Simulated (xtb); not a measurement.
xtb was given this input:
```
$ xtb mol.xyz --gfn 2 --opt --json

# file mol.xyz
6

C     -0.04897066     0.44061081    -0.03913038
C      1.18769147    -0.11553447     0.05238526
F     -1.10065072    -0.31050466     0.07101743
H     -0.11381910     1.50106391    -0.04370474
H      1.23850775    -1.19704536    -0.06207777
H      2.02714982     0.55001354    -0.02200480
```

Question: What does this run give for the total energy at the end of the optimisation, HOMO-LUMO gap, dipole moment?

Answer: 
```yaml
total_energy_at_the_end_of_the_optimisation: -10.5015 Eh
HOMO-LUMO gap: 5.45 eV
dipole_moment: 1.93 D
```
